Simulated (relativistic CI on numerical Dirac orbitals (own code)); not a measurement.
# Sensitivity of the levels of Ru IV to α and to the nuclear radius

These numbers are calculated, not measured: Dirac-Coulomb-Breit CI, orbitals from a KLI potential per configuration, valence Slater integrals scaled by 0.85, P86 correlation energy added to each configuration, derivatives by finite differences, QED left out (own radial code, finite nucleus).

Configuration list (outside the closed core [Ar] 3d10): 4s2.4p6.4d5, 4s2.4p6.4d4.5s, 4s2.4p6.4d4.5p, 4s2.4p6.4d3.5s2, 4s2.4p6.4d4.5d, 4s2.4p5.4d6, 4s.4p6.4d6. Levels of other configurations are missing.

With x = (α/α₀)² − 1 an excitation energy changes as ω = ω₀ + qx; K = 2q/ω₀ is the relative enhancement. Terms are leading LS components, so labels can repeat. The field-shift factor is F = δν/δ⟨r²⟩ for the transition from the lowest level.

Lowest level 4s2.4p6.4d5 6S_5/2.

```tsv
Level	ω₀ (cm⁻¹)	q (cm⁻¹)	K	F (GHz/fm²)
4s2.4p6.4d5 4G_5/2	22745.1	-898.1	-0.079	0.093
4s2.4p6.4d5 4G_7/2	22986.3	-396.5	-0.0345	0.0977
4s2.4p6.4d5 4G_11/2	23082.2	-225.2	-0.0195	0.0977
4s2.4p6.4d5 4G_9/2	23135.9	-106.9	-0.00924	0.1
4s2.4p6.4d5 4P_5/2	25140.4	-2127	-0.169	0.126
4s2.4p6.4d5 4P_3/2	25574.9	-1557	-0.122	0.139
4s2.4p6.4d5 4P_1/2	26175.2	-801.9	-0.0613	0.153
4s2.4p6.4d5 4D_7/2	27744.9	-446	-0.0322	0.156
4s2.4p6.4d5 4D_1/2	28394.0	602.9	0.0425	0.18
4s2.4p6.4d5 4D_5/2	28860.8	845.2	0.0586	0.183
4s2.4p6.4d5 4D_3/2	28864.7	1097	0.076	0.186
4s2.4p6.4d5 2I_11/2	33206.0	-796.2	-0.048	0.117
4s2.4p6.4d5 2I_13/2	33703.2	66.17	0.00393	0.127
4s2.4p6.4d5 2D_5/2	35366.8	-1436	-0.0812	0.199
4s2.4p6.4d5 2D_3/2	36379.8	-1017	-0.0559	0.198
4s2.4p6.4d5 2F_7/2	37529.8	-1329	-0.0708	0.138
4s2.4p6.4d5 4F_9/2	37893.3	-1277	-0.0674	0.173
4s2.4p6.4d5 4F_5/2	38430.7	-164.7	-0.00857	0.176
4s2.4p6.4d5 4F_7/2	38966.4	871.9	0.0448	0.228
4s2.4p6.4d5 4F_3/2	39354.7	1138	0.0578	0.216
4s2.4p6.4d5 2H_9/2	40319.9	-438	-0.0217	0.188
4s2.4p6.4d5 2F_5/2	41017.6	3017	0.147	0.305
4s2.4p6.4d5 2G_7/2	41452.5	309.3	0.0149	0.217
```

For a near-neutral ion this model can misplace configurations by up to about 10,000 cm⁻¹ (more where the count of f electrons changes) and terms by 10 to 25 % of their spread. Rates follow the energies as ν³ (E1, M1) or ν⁵ (E2), so they and the lifetimes can be off by large factors. The fine structure of a lone outer electron comes out too small, for d and f at times inverted, and misplaced configurations move strength between like terms.
